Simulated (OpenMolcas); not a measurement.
An atom or ion with 40 electrons was computed by MS-CASPT2, IPEA 0.25 Eh, imaginary shift 0.1 Eh with spin-orbit coupling (OpenMolcas, ANO-RCC-VQZP, DKH2). The lowest levels that the run gave, each within 12 % of the measured value where one is at hand:

| J | Parity | E (cm⁻¹) | g |
| --- | --- | --- | --- |
| 0 | even | 0.0 |  |
| 1 | even | 1198 | 1.500 |
| 2 | even | 2950 | 1.497 |
| 3 | even | 4940 | 1.494 |
| 4 | even | 7040 | 1.490 |
| 0 | even | 21810 |  |
| 4 | even | 24100 | 0.890 |
| 1 | even | 26760 | 1.467 |
| 5 | even | 26860 | 1.057 |
| 3 | even | 27740 | 0.918 |
| 2 | even | 28650 | 0.694 |
| 6 | even | 28760 | 1.155 |

Task: Which ion is it, and what are the configurations and terms?

Result: Ag7+ (Z = 47, charge +7; active space 4 electrons in 10 orbitals (4d 5d)). J, parity and g give the terms where levels are pure, and mixed ones are named by the computed weights; the size of the splittings, set against known spectra of the 40-electron sequence, gives the charge. In order, with the measured energies in cm⁻¹ (Atoms 5, 11 (2017), spectra Ag VII to Ag IX): 4d⁴ ⁵D₀, 4d⁴ ⁵D₁ (1340), 4d⁴ ⁵D₂ (3212), 4d⁴ ⁵D₃ (5292), 4d⁴ ⁵D₄ (7443), 4d⁴ ³P₀(1) (21309), 4d⁴ ³H₄ [70 %] (23302), 4d⁴ ³P₁(1) (26526), 4d⁴ ³H₅ (26250), 4d⁴ ³G₃ [51 %], 4d⁴ ³F₂(1) (28051), 4d⁴ ³H₆ (28185).

CASPT2 breaks the degeneracy within a term, and the mean is taken; among the terms shown or strongly mixed into the levels shown the widest spread is 210 cm-1 (4d⁴ ³G). Active for correlation alone: 5d; no level in the range computed is led by a configuration that fills it, so any true level of that kind is missing. Measured partners are found by configuration, term and J. A level has none where our copy of the source lacks it or the pairing is in doubt (some pairs that miss far off the trend of their configuration count as doubtful), and it then counts in no deviation. Levels of configurations outside the active space are missing.

A share in square brackets marks a mixed level and gives the weight of the term that names it. A number in round brackets counts repeated terms of one configuration in the order of the reference energies.
